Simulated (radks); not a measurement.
The numbers below are computed, except where a source is named.
Question: These are the eigenvalues of the occupied orbitals of an atom or ion with whole-number occupations (eV). Level of theory: scalar-relativistic Kohn-Sham, r2SCAN, spin-polarised, spherical densities, finite nucleus; meta-GGA in the generalised Kohn-Sham scheme; Fermi nuclear charge, rms radius of each element as measured or else 0.836 A^(1/3) + 0.57 fm (a radial shooting solver on a logarithmic mesh with Libxc functionals).

orbital  eigenvalue
1s up     -90742.38
1s down   -90742.28
2s up     -16347.22
2s down   -16347.22
2p up     -13987.23
2p down   -13987.19
3s up     -3969.342
3s down   -3969.304
3p up     -3292.229
3p down   -3292.184
3d up     -2609.690
3d down   -2609.650
4s up     -929.6032
4s down   -929.5016
4p up     -706.8128
4p down   -706.7040
4d up     -450.5472
4d down   -450.4212
5s up     -175.3490
5s down   -175.0996
4f up     -168.9124
4f down   -168.7740
5p up     -112.8495
5p down   -112.6485
5d up      -42.4542
5d down    -41.7095
6s up      -29.0253
6p up      -16.8932
7p up       -4.8638

Which element is it, and in what charge state? The configuration may be excited. Open shells, if any, are filled with parallel spins first.

Answer: Z = 83, bismuth, charge +1: Bi+ in [Xe] 4f14 5d10 6s1 6p2 7p1. The list shows which subshells hold electrons but not how many an open one holds; the 1s level, -3334.7 hartree, gives Z - s = 81.7 by -(Z - s)^2/2, which with screening and relativity narrows Z to a few neighbours, and the depths of the outer levels then fix element, charge and occupations together.
